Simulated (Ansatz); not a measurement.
A CCSD(T) single point on AlBrClHO, SMILES `[OH][Al]([Cl])[Br]`.

```yaml
crystal:
  periodic: [false, false, false]
  atoms:
    - {symbol: O, position_ang: [0.394020, 1.232904, 0.316205]}
    - {symbol: Al, position_ang: [0.041007, -0.390380, 0.081562]}
    - {symbol: Cl, position_ang: [0.895085, -1.778373, 1.359801]}
    - {symbol: Br, position_ang: [-1.316076, -1.065575, -1.564366]}
    - {symbol: H, position_ang: [0.035963, 1.927824, -0.234702]}
basis:
  gaussian: {orbitals: def2-TZVPP}
correlation: {method: ccsd_t}
output: {orbitals: {seedname: orbitals}}
```

```sh
$ ansatz run in.yaml --threads 2 --pin off --events-out ev --progress --plain
```

Output of Ansatz, abridged:

```
Functional definition: HF
1116 factors; integrals over basis functions are off by at most 6.0e-4 eV
mean field evaluation 1: about -91142.8035 eV, gradient 4.0e1 eV
mean field evaluation 2: about -91142.9455 eV, gradient 4.0e1 eV
mean field evaluation 4: about -91145.8904 eV, gradient 2.3e0 eV
mean field evaluation 8: about -91145.9306 eV, gradient 2.2e-1 eV
mean field -91145.93090790 eV, -3349.5511799344 hartree, gradient 7.5e-6 eV, S^2 0.000000; 0 other end points of the search recorded, 0 dependent functions left out
20 core orbitals not correlated: weight in the atoms' cores, before any rotation towards them, 1.000 or more for the frozen orbitals, at most 0.000 for the correlated occupied ones
reference -91145.93090790 eV, -3349.5511799344 hartree; 17, 17 occupied and 140, 140 virtual orbitals, 1116 factors
second order -20.96126248 eV of doubles, -0.00000000 eV of singles
cycle   1  -21.11482064 eV  change   -1.5e-1 eV  update   8.5e-2
cycle   2  -21.52674355 eV  change   -4.1e-1 eV  update   2.3e-2
cycle   3  -21.61034298 eV  change   -8.4e-2 eV  update   1.2e-2
cycle   4  -21.59761050 eV  change    1.3e-2 eV  update   3.0e-3
cycle   5  -21.59666453 eV  change    9.5e-4 eV  update   1.3e-3
cycle   6  -21.59719376 eV  change   -5.3e-4 eV  update   3.7e-4
cycle   7  -21.59694285 eV  change    2.5e-4 eV  update   1.3e-4
cycle   8  -21.59693746 eV  change    5.4e-6 eV  update   3.8e-5
perturbative correction -0.79375912 eV, -0.0291701097 hartree
Total energy: -91168.32160448 eV, -3350.3740228569 hartree
```

Hardware: 2 threads of a server CPU on a shared host. Wall time 120 s, peak host memory 1.6 GiB.

The correlation energy is -22.391 eV, 3.5 % of it from (T); the T1 diagnostic reads 0.0088.
